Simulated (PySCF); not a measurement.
**Relaxation of singlet CuBr3**

These are results of PBE0/[Cu def2-SVP, Br def2-SVP], no relativity, density fitting, PySCF, not measurements. A (50,194) grid was used.

A start at or just off a symmetric point, pushed along the force that breaks its symmetry, of C2v symmetry, free to break it:

Coordinates in bohr (charge 0 multiplicity 1):
```
Cu   -0.1094    0.0000    0.0000
Br    4.2363   -0.0005    0.0001
Br   -2.0741    3.7434    0.0000
Br   -2.0750   -3.7430    0.0000
```

Optimiser trace:
```csv
step,E − E(last) (kJ/mol),largest gradient (Eh/bohr)
0,45.20,0.00992
1,34.44,0.00907
2,13.29,0.01522
3,6.41,0.01384
4,2.91,0.00927
5,0.08,0.00161
6,0.07,0.00095
7,0.02,0.00062
8,0.00,0.00025
9,0.00,0.00008
```

It ends at C2v with Cu–Br 2.232 Å (×2), Cu–Br 2.272 Å; Br–Cu–Br 97.7° (×2), Br–Cu–Br 164.6°. A frequency run shows 1 imaginary mode, down to 47i cm⁻¹, so it is a saddle point. Other isomers or separated fragments may lie lower.

Stability towards spin polarisation was not tested.

The relaxation took of the order of 2.9 core-minutes on a shared host.
